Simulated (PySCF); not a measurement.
A structure optimised at PBE-D3(BJ)/def2-SVP, used in a PySCF frequency run:

```
N
B 1 1.4113
F 2 1.3581 1 117.90
C 1 1.4501 2 123.44 3 180.00
H 4 1.1069 1 110.83 2 0.00
H 4 1.1133 5 107.94 1 122.07
H 4 1.1133 5 107.94 6 115.86
C 1 1.4556 2 122.22 3 0.00
H 8 1.1047 1 109.90 2 0.00
H 8 1.1129 9 108.68 1 121.64
H 8 1.1129 9 108.68 10 116.71
Si 2 2.0418 3 118.74 9 180.00
H 12 1.5059 2 111.27 3 0.00
H 12 1.5111 13 107.66 2 123.08
H 12 1.5111 13 107.66 14 113.84
```
Charge 0, spin multiplicity 1.

Write its SMILES, formula and point group.

CN(C)B(F)[SiH3], C2H9BFNSi, Cs

What are its rotational constants (standard atomic weights)?

3.7784, 1.9207, 1.3143 GHz
